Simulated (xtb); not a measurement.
F3Lu (SMILES [F][Lu]([F])[F]), singlet, from a rough starting geometry (GFN-xTB shapes and energies of metal compounds can be far from the true ones); GFN2-xTB run with xtb.

xtb was given this input:
```
$ xtb mol.xyz --gfn 2 --opt vtight --json

# file mol.xyz
4

Lu    -0.01039271     0.00685606    -0.00706300
F     -1.61940367    -0.96141240     0.03094194
F     -0.02639636     1.71538673    -0.67945059
F      1.60501702    -0.79607303     0.63902147
```

What the program printed (banner, timings and long lists left out):

```
   ID    Z sym.   atoms
    1   71 Lu     1
    2    9 F      2-4

           -------------------------------------------------
          |                Calculation Setup                |
           -------------------------------------------------

           -------------------------------------------------
          |                 G F N 2 - x T B                 |
           -------------------------------------------------

          ...................................................
          :                      SETUP                      :
          :.................................................:
          :  # basis functions                  22          :
          :  # atomic orbitals                  21          :
          :  # shells                            9          :
          :  # electrons                        24          :
          :  max. iterations                   250          :
          :  Hamiltonian                  GFN2-xTB          :
          :  restarted?                      false          :
          :  GBSA solvation                  false          :
          :  PC potential                    false          :
          :  electronic temp.          300.0000000     K    :
          :  accuracy                    1.0000000          :
          :  -> integral cutoff          0.2500000E+02      :
          :  -> integral neglect         0.1000000E-07      :
          :  -> SCF convergence          0.1000000E-05 Eh   :
          :  -> wf. convergence          0.1000000E-03 e    :
          :  Broyden damping             0.4000000          :
          :  net charge                          0          :
          :  unpaired electrons                  0          :
          ...................................................

 iter      E             dE          RMSdq      gap      omega  full diag
   1     -1.3877310 -0.138773E+01  0.509E+01    0.20       0.0  T
   2    -13.8806196 -0.124929E+02  0.252E+01   22.73       1.0  T
   3    -14.4842475 -0.603628E+00  0.224E+01   12.64       1.0  T
   4    -14.6774000 -0.193152E+00  0.220E+01   10.61       1.0  T
   5    -14.6839085 -0.650852E-02  0.149E+01   11.56       1.0  T
   6    -13.6235119  0.106040E+01  0.166E+01    0.28       1.0  T
   7    -13.7112412 -0.877293E-01  0.174E+01    0.32       1.0  T
   8    -13.2167715  0.494470E+00  0.191E+01    0.15       1.0  T
   9    -13.8429531 -0.626182E+00  0.149E+01    0.39       1.0  T
[...]
         :: total energy             -15.409524640370 Eh    ::
 * total energy  :   -15.4095246 Eh     change       -0.1037748E-10 Eh
 * total energy  :   -15.4099376 Eh     change       -0.4129200E-03 Eh
 * total energy  :   -15.4102100 Eh     change       -0.2724102E-03 Eh
 * total energy  :   -15.4102107 Eh     change       -0.7770933E-06 Eh
 * total energy  :   -15.4102110 Eh     change       -0.2183595E-06 Eh
 * total energy  :   -15.4102110 Eh     change       -0.8978892E-08 Eh
   *** GEOMETRY OPTIMIZATION CONVERGED AFTER 6 ITERATIONS ***
         :: total energy             -15.410210975030 Eh    ::
[...]
        18                         -0.2016485              -5.4871
        19                         -0.1559568              -4.2438
        20                          0.2281637               6.2087
        21                          0.2281833               6.2092
      -------------------------------------------------------------
                  HL-Gap            0.1525486 Eh            4.1511 eV
             Fermi-level           -0.4497160 Eh          -12.2374 eV

     #   Z          covCN         q      C6AA      α(0)
     1  71 Lu       1.904     0.978   230.850    32.346
     2   9 F        0.635    -0.326    12.653     4.197
     3   9 F        0.635    -0.326    12.653     4.197
     4   9 F        0.635    -0.326    12.653     4.197

 Mol. C6AA /au·bohr⁶  :        629.188741
 Mol. C8AA /au·bohr⁸  :      60434.126606
 Mol. α(0) /au        :         44.938009

Wiberg/Mayer (AO) data.
largest (>0.10) Wiberg bond orders for each atom

 ---------------------------------------------------------------------------
     #   Z sym  total        # sym  WBO       # sym  WBO       # sym  WBO
 ---------------------------------------------------------------------------
     1  71 Lu   3.192 --     4 F    1.064     3 F    1.064     2 F    1.064
     2   9 F    1.149 --     1 Lu   1.064
     3   9 F    1.149 --     1 Lu   1.064
     4   9 F    1.149 --     1 Lu   1.064
 ---------------------------------------------------------------------------

Topologies differ in total number of bonds
Writing topology from bond orders to xtbtopo.mol

molecular dipole:
                 x           y           z       tot (Debye)
 q only:       -0.001       0.002       0.005
   full:       -0.002       0.004       0.010       0.027
molecular quadrupole (traceless):
                xx          xy          yy          xz          yz          zz
 q only:       -2.726      -0.624      -1.894      -1.602       2.992       4.620
  q+dip:       -2.827      -0.647      -1.965      -1.661       3.103       4.792
   full:       -4.997      -1.144      -3.472      -2.936       5.484       8.469

optimized geometry written to: xtbopt.xyz

           -------------------------------------------------
          | TOTAL ENERGY              -15.410210975030 Eh   |
          | GRADIENT NORM               0.000044892953 Eh/α |
          | HOMO-LUMO GAP               4.151059493736 eV   |
           -------------------------------------------------

normal termination of xtb
```
